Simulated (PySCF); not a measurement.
CdH2Se, SMILES [CdH][SeH].

The structure is a stationary point at B3LYP-D3(BJ)/def2-TZVP. The def2 effective core potentials stand for the cores of Cd; spin–orbit coupling is left out.

Level of theory: M06-2X/def2-TZVPD (PySCF).

Symmetry labels are those of the subgroup Cs that the program uses (full group Cs).

Computed valence orbital energies around the gap with their symmetry:
```csv
orbital,symmetry,energy (eV)
HOMO−7,A",-17.75
HOMO−6,A',-17.75
HOMO−5,A',-17.68
HOMO−4,A",-17.64
HOMO−3,A',-11.59
HOMO−2,A',-10.45
HOMO−1,A',-8.80
HOMO,A",-7.84
LUMO,A',-0.55
LUMO+1,A",-0.23
LUMO+2,A',-0.16
LUMO+3,A',0.89
```
